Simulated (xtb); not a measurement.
Input for xtb: GFN2-xTB on ZrH+, 2S+1 = 3, a spin state set in the input, which need not be the lowest, a point of a bond scan (R = 1.855 Å). Charge +1.

```
$ xtb mol.xyz --gfn 2 --sp --chrg 1 --uhf 2
2

Zr     0.00000000     0.00000000     0.00000000
H      0.00000000     0.00000000     1.85471100
```

The head of its log:

```
[...]
           -------------------------------------------------
          |                Calculation Setup                |
           -------------------------------------------------



           -------------------------------------------------
          |                 G F N 2 - x T B                 |
           -------------------------------------------------

        Reference                      10.1021/acs.jctc.8b01176
      * Hamiltonian:
        H0-scaling (s, p, d)           1.850000    2.230000    2.230000
        zeta-weighting                 0.500000
      * Dispersion:
        s8                             2.700000
        a1                             0.520000
        a2                             5.000000
        s9                             5.000000
      * Repulsion:
        kExp                           1.500000    1.000000
        rExp                           1.000000
      * Coulomb:
        alpha                          2.000000
        third order                    shell-resolved
        anisotropic                    true
        a3                             3.000000
        a5                             4.000000
        cn-shift                       1.200000
        cn-exp                         4.000000
        max-rad                        5.000000


          ...................................................
          :                      SETUP                      :
          :.................................................:
          :  # basis functions                  11          :
          :  # atomic orbitals                  10          :
          :  # shells                            4          :
          :  # electrons                         4          :
          :  max. iterations                   250          :
          :  Hamiltonian                  GFN2-xTB          :
          :  restarted?                      false          :
          :  GBSA solvation                  false          :
          :  PC potential                    false          :
          :  electronic temp.          300.0000000     K    :
          :  accuracy                    1.0000000          :
          :  -> integral cutoff          0.2500000E+02      :
          :  -> integral neglect         0.1000000E-07      :
          :  -> SCF convergence          0.1000000E-05 Eh   :
          :  -> wf. convergence          0.1000000E-03 e    :
          :  Broyden damping             0.4000000          :
          :  net charge                          1          :
          :  unpaired electrons                  2          :
          ...................................................

 iter      E             dE          RMSdq      gap      omega  full diag
   1     -1.3993831 -0.139938E+01  0.315E+01    0.00       0.0  T
   2     -1.4039897 -0.460663E-02  0.254E+01    0.00       1.0  T
```

Give the final energy of this run.

-1.4026 hartree.
